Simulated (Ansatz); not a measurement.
A geometry relaxed with B3LYP-D3(BJ)/def2-TZVP (Ansatz, an electronic-structure program), charge 0, multiplicity 1:

```xyz
4

Cl    -1.1410    -1.7857    -0.3888
Ga     0.0001     0.0001    -0.2112
Cl    -0.9654     1.8367     0.2549
Cl     2.1064    -0.0510    -0.4998
```

Problem. Write the SMILES of this molecule.

Solution. `[Cl][Ga]([Cl])[Cl]`
